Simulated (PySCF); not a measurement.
These are PBE0-D3(BJ)/def2-TZVP (PySCF 2.14.0) values and carry that method's errors. Gas-phase values, no solvent. Excitations are Tamm–Dancoff values on a coarser integration grid. The basis has no diffuse functions, so Rydberg states are missing or too high.

Reference species (SMILES): `C1[SiH2][Si@@H]1[SiH3]` (neutral, multiplicity 1).

| Property | Value |
|---|---|
| S1–T1 gap (TDA) | 1.18 eV |
| HOMO | -6.67 eV |
| LUMO | -0.49 eV |
| S1 excitation (TDA) | 5.24 eV |

Changed species: `C[Si](=[SiH2])[SiH3]`.

Problem. Predict the effect on the S1–T1 gap (TDA), HOMO, LUMO and S1 excitation (TDA).

Solution. the S1–T1 gap (TDA) increases by 0.90 eV, to 2.08 eV; the HOMO increases by 0.95 eV, to -5.72 eV; the LUMO drops by 1.09 eV, to -1.58 eV; the S1 excitation (TDA) decreases by 1.30 eV, to 3.94 eV.
